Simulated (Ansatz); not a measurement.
Isolated molecules relaxed with PBE0-D4/def2-TZVP in Ansatz; ΔE leaves out vibrations. CBS: MP2 limit from def2 TZ/QZ plus the TZ coupled-cluster correction, frozen cores. This one scheme is used for every species. Functionals use def2-TZVPP. For Ge outer-core shells are correlated without core-valence functions, which leaves a few kJ/mol of doubt a bond. Scalar relativity is left out up to krypton. One conformer a species, not always the lowest.

`[NH2][AlH][AlH][GeH3]` + H₂O → `[NH2][AlH][OH]` + `[AlH2][GeH3]`  (formal hydrolysis of the Al–Al bond)

`[NH2][AlH][AlH][GeH3]`:

Z-matrix (Å, degrees):
```
Ge
Al 1 2.490
H 1 1.545 2 112.4
H 1 1.546 2 113.1 3 -120.0
H 1 1.545 2 112.7 3 119.7
Al 2 2.591 1 118.9 3 118.6
H 2 1.595 1 115.4 3 -61.3
N 6 1.773 2 113.6 1 0.5
H 6 1.592 2 130.6 1 -179.5
H 8 1.008 6 124.3 2 -0.0
H 8 1.008 6 125.6 2 180.0
```

H₂O:

Z-matrix (Å, degrees):
```
O
H 1 0.960
H 1 0.960 2 105.1
```

`[NH2][AlH][OH]`:

Cartesian coordinates in Å:
```
N -0.657 1.096 0.391
Al 0.482 -0.157 -0.091
O -0.171 -1.672 -0.490
H -1.655 0.980 0.446
H -0.394 2.032 0.650
H 2.033 0.136 -0.143
H 0.362 -2.415 -0.763
```

`[AlH2][GeH3]`:

```xyz
7

Al    0.294   -0.938   -1.047
Ge   -0.229    0.662    0.770
H    -0.567   -0.944   -2.381
H     1.510   -1.949   -0.901
H     0.175    0.148    2.166
H     0.539    1.985    0.557
H    -1.722    1.036    0.836
```

| level | ΔE (kJ/mol) |
| --- | --- |
| revPBE-D4 | -108.1 |
| PBE0-D4 | -111.3 |
| BHLYP-D4 | -136.2 |
| ωB97M-V | -138.1 |
| PBE | -108.9 |
| RPA@PBE/def2-TZVPP | -122.5 |
| CCSD/def2-SVP | -133.5 |
| HF/def2-TZVPP | -146.0 |

(1) What does CCSD(T)/CBS give? (Best estimate.)

Largest T1 diagnostic among the species: 0.013.

Answers

(1) The calculation gave: -124.2 kJ/mol. The listed levels differ from it by 16.1, 12.9, -12.0, -13.9, 15.3, 1.7, -9.3, -21.8 kJ/mol.

In def2-TZVPP, CCSD(T) changes the Hartree–Fock value by +20.8 kJ/mol (the triples alone add +3.2 kJ/mol) and MP2 by +9.3 kJ/mol. From PBE to PBE0 (25 % exact exchange), in def2-TZVPP and without D4, ΔE moves by −4.9 kJ/mol.

CCSD(T)/CBS has its own doubt, a few kJ/mol and more with outer-core shells, so smaller differences from it don't rank the levels.
